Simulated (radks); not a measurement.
Task: The mean radii <r> (bohr) of the occupied orbitals of an atom or ion are listed with their occupations. All-electron calculation, scalar-relativistic Kohn-Sham, LB94 model potential, spin-polarised, spherical densities, finite nucleus; Fermi nuclear charge, rms radius of each element as measured or else 0.836 A^(1/3) + 0.57 fm. Program: a radial shooting solver on a logarithmic mesh with Libxc functionals.

orbital  occ.      <r>
1s          2  0.02452
2s          2   0.1033
2p          6  0.09034

Name the element and its charge. Open shells, if any, are filled with parallel spins first.

Result: Z = 58, cerium, charge +48: Ce48+ in [Ne]. The 1s radius gives Z: for a bare nucleus <r> = (2 gamma + 1)/(2Z) with gamma = sqrt(1 - (Z/c)^2), 0.02424 bohr for Z = 58, and screening makes it slightly larger (0.02452 here). The occupations add up to 10, and the charge is Z minus that.
